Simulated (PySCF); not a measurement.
# Correlation energy of O (oxygen, neutral)

[He] 2s2 2p4, high-spin 3P determinant. All numbers are calculated (PySCF 2.14, scalar relativity by spin-free X2C-1e, in aug-cc-pCVTZ-DK with one added diffuse shell each of s, p, d, f type (8s7p5d3f, 75 functions)). Frozen: nothing; 8 electrons correlated.

```csv
level,correlation energy (mhartree)
CCSD,-219.24
(T),-3.86
CCSD(T),-223.10
```

Diagnostics: T1 = 0.0064, D1 = 0.0118, largest double amplitude 0.037.

Task: Is a single reference adequate?

Result: Yes: T1 lies below 0.03 and no double amplitude reaches 0.07.
